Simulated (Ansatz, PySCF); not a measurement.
(E)-1-chloro-3,3-difluoroprop-1-ene (C₃H₃ClF₂), SMILES FC(F)/C=C/Cl.

Coordinates come from a B3LYP-D3(BJ)/def2-SVP optimisation. Other conformers were not sampled.

Vertical ionisation energy (IE) and electron affinity (EA) in eV. Rows of orbital energies are one-electron estimates. Where ΔSCF, EOM or ADC give a negative EA the extra electron is unbound and the value depends on the basis.

```csv
level,IE,EA
"−ε(HOMO), −ε(LUMO), B3LYP/def2-TZVP (PySCF)",7.72,1.12
"−ε(HOMO), −ε(LUMO), PBE/def2-TZVP (PySCF)",6.76,1.87
"ΔSCF, PBE0/def2-SVPD (Ansatz), final states of multiplicity 2 and 2",10.28,-0.92
"ΔSCF, PBE/def2-SVPD (Ansatz), final states of multiplicity 2 and 2",[?],[?]
```

Task: What belongs in the gaps? (An estimate is asked for; the answer gives what the named calculation found.)

Result: 
- ΔSCF, PBE/def2-SVPD (Ansatz, a program for electronic structure), final states of multiplicity 2 and 2, IE: 10.10
- ΔSCF, PBE/def2-SVPD (Ansatz), final states of multiplicity 2 and 2, EA: -0.84

Task: What vertical singlet–triplet gap does ΔSCF give with PBE0/def2-SVPD (Ansatz) and with PBE/def2-SVPD (Ansatz)? (An estimate is asked for; the answer gives what the named calculation found.)

Result: 4.00 and 4.09 eV (triplet above singlet where positive).
